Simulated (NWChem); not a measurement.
# C₂H₈OSi₂; SMILES [SiH3][SiH]1COC1

```xyz
13

Si     0.3047     2.1410     0.0000
Si    -0.6897     0.0155     0.0000
C      0.0695    -1.3305    -1.1325
O      0.5903    -2.0288     0.0000
C      0.0695    -1.3305     1.1325
H     -0.1075     2.9116     1.2148
H      1.7934     2.0002     0.0000
H     -0.1075     2.9116    -1.2148
H     -2.1827     0.1415     0.0000
H     -0.6565    -1.9444    -1.6979
H      0.8755    -1.0351    -1.8267
H     -0.6565    -1.9444     1.6979
H      0.8755    -1.0351     1.8267
```
Atoms are numbered in this order, from 1.

Computed with NWChem. Pople sets run with spherical d functions. Structure relaxed at the PBE0/def2-SVP level. Ions are spin-unrestricted doublets at the neutral geometry; other ion states weren't tried.

```tsv
level	basis functions	vertical ionisation energy, ΔSCF (eV)	−ε(HOMO) (eV)	ΔSCF minus −ε(HOMO) (eV)
PBE/STO-3G	41	6.15	1.56	4.59
PBE/3-21G	69	8.51	5.03	3.48
PBE/6-31G*	94	8.61	5.38	3.23
PBE/6-31+G*	114	8.78	5.71	3.07
PBE/6-311G**	154	8.72	5.56	3.16
PBE/6-311++G**	182	(withheld)	(withheld)	(withheld)
```

Task: Complete the blanks.

Result: 
- PBE/6-311++G**, vertical ionisation energy, ΔSCF (eV): 8.81
- PBE/6-311++G**, −ε(HOMO) (eV): 5.76
- PBE/6-311++G**, ΔSCF minus −ε(HOMO) (eV): 3.05
